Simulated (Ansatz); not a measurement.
Ideal-gas functions of `[Br][Sn][Br]` at 800 K and 1 bar, from an Ansatz frequency run at PBE0-D4/def2-TZVP.

Molar mass 278.52 g/mol, point group C2v (symmetry number 2), electronic degeneracy 1, moments of inertia 181.243, 588.492, 769.735 u Å². Harmonic wavenumbers (cm⁻¹, unscaled): 79, 238, 246.

Use S(trans) = R[1.5 ln M + 2.5 ln T − 1.1517]; rotational temperatures θ = 24.2544 K / I; S(rot) = R[ln(√π/σ · √(T³/θAθBθC)) + 1.5]; for each mode x = 1.438777 ν̃/T, S = R[x/(eˣ − 1) − ln(1 − e⁻ˣ)] and H = RT x/(eˣ − 1); 1 cm⁻¹ = 0.0119627 kJ/mol; R = 8.31446 J/(mol·K).

By hand: the entropy, in J/(mol·K).

Translation 199.6. Rotation: θ = 0.1338, 0.0412, 0.0315 K, giving 130.8. Vibration, mode by mode: 24.55, 15.43, 15.16, in all 55.1. Electronic 0.0. Sum 385.5 J/(mol·K).

By hand: H − E and G − E in kJ/mol, counted from the electronic energy.

Zero-point energy ½ × 563 × 0.0119627 = 3.4; thermal vibration 16.8; translation, rotation and pV give 4 RT = 26.6. H − E = 46.8 kJ/mol, and G − E = 46.8 − 800 × 385.5/1000 = -261.6 kJ/mol.

Vibration gives 14 % of the entropy, 24.5 J/(mol·K) of it from the mode under 150 cm⁻¹: soft modes count most, and the harmonic formula is weakest for them.
